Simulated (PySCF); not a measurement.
Stretching TlCl

Set-up: Tl x2c-TZVPPall, Cl x2c-TZVPPall; spin-free X2C with a Gaussian nucleus (PySCF 2.14). Energies in eV from Tl + Cl in their ground configurations at the same level. State: singlet, closed shell.

Curves on a restricted Hartree–Fock reference rise too fast on stretching and do not dissociate correctly.

```json
{"R (Å)": "2.147", "RHF-SCS-MP2": "-3.323", "RHF-CCSD": ""}
{"R (Å)": "2.247", "RHF-SCS-MP2": "-3.855", "RHF-CCSD": "-3.672"}
{"R (Å)": "2.347", "RHF-SCS-MP2": "-4.151", "RHF-CCSD": "-3.966"}
{"R (Å)": "2.422", "RHF-SCS-MP2": "-4.262", "RHF-CCSD": "-4.075"}
{"R (Å)": "2.497", "RHF-SCS-MP2": "-4.302", "RHF-CCSD": "-4.113"}
{"R (Å)": "2.572", "RHF-SCS-MP2": "-4.290", "RHF-CCSD": "-4.099"}
{"R (Å)": "2.672", "RHF-SCS-MP2": "-4.214", "RHF-CCSD": "-4.020"}
{"R (Å)": "2.797", "RHF-SCS-MP2": "-4.056", "RHF-CCSD": "-3.860"}
{"R (Å)": "2.946", "RHF-SCS-MP2": "-3.813", "RHF-CCSD": "-3.617"}
{"R (Å)": "3.146", "RHF-SCS-MP2": "-3.454", "RHF-CCSD": ""}
```

**Question.** Put a parabola through the three lowest points of the RHF-SCS-MP2 curve and estimate Re, k and ωe (reduced mass 29.87 u; 1 eV/Å² = 0.16022 mdyn/Å; ωe = 1302.8·√(k/μ) cm⁻¹).

**Answer.** Through R = 2.422, 2.497, 2.572 Å the second-order coefficient is 4.62 eV/Å², so Re ≈ 2.517 Å, k ≈ 1.48 mdyn/Å and ωe ≈ 290 cm⁻¹. A polynomial fit of higher order to the unrounded RHF-SCS-MP2 energies gives Re = 2.514 Å, k = 1.41 mdyn/Å, ωe = 283 cm⁻¹; anharmonicity and rounding make the difference.

The higher-order fit for each curve: RHF-SCS-MP2: Re = 2.514 Å, ωe = 283 cm⁻¹, De = 4.30 eV; RHF-CCSD: Re = 2.511 Å, ωe = 284 cm⁻¹, De = 4.11 eV.

Correlated steps freeze 39 core orbitals. These are scalar-relativistic numbers at best; spin–orbit coupling would shift them, the dissociation energy most. Where the molecule has an RHF reference, its open-shell atoms are computed with UHF.
